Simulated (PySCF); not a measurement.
# `N#CC=C=C(Cl)C#N`, C5HClN2

Geometry:
```
atom   x (Å)   y (Å)   z (Å)
  N1  -2.967   2.186   0.087
  C2  -2.321   1.258  -0.167
  C3  -1.551   0.100  -0.494
  C4  -0.277  -0.019  -0.198
  C5   0.997  -0.152   0.090
 Cl6   1.528  -0.846   1.587
  C7   2.025   0.262  -0.813
  N8   2.865   0.591  -1.540
  H9  -2.071  -0.714  -1.017
```

Level of theory: PySCF, TDDFT CAM-B3LYP/def2-TZVPD excited states, vertical, gas phase. Geometry: PBE0-D3(BJ)/def2-SVP.

(1) Give the one- and two-photon strengths of the lowest singlets.

Answers

(1) δ for parallel linear polarisation; σ at the peak of a Lorentzian of half width 0.1 eV, single beam; Ω is circular over linear.
| state | E (eV) | f | photon λ (nm) | δ (au) | σ (GM) | Ω | main |
| --- | --- | --- | --- | --- | --- | --- | --- |
| S1 | 4.38 | 0.000 | 567 | 0.12 | 0.00 | 1.42 | HOMO→LUMO 0.96 |
| S2 | 5.42 | 0.000 | 457 | <0.1 | 0.00 | – | HOMO−1→LUMO+1 0.93 |
| S3 | 5.83 | 0.010 | 425 | 58.5 | 0.73 | 0.72 | HOMO→LUMO+1 0.52, HOMO−1→LUMO 0.38 |
| S4 | 6.06 | 0.945 | 409 | 19.5 | 0.26 | 1.04 | HOMO−1→LUMO 0.53, HOMO→LUMO+1 0.36 |
| S5 | 6.16 | 0.000 | 402 | 1.56 | 0.02 | 0.95 | HOMO−3→LUMO 0.85 |
| S6 | 6.46 | 0.006 | 384 | 70.4 | 1.08 | 0.63 | HOMO−2→LUMO 0.75, HOMO−5→LUMO 0.08 |

Among these, the strongest one-photon state is S4, the strongest two-photon state S6, with a dipole change of 3.8 D (relaxed, norm of the difference vector).
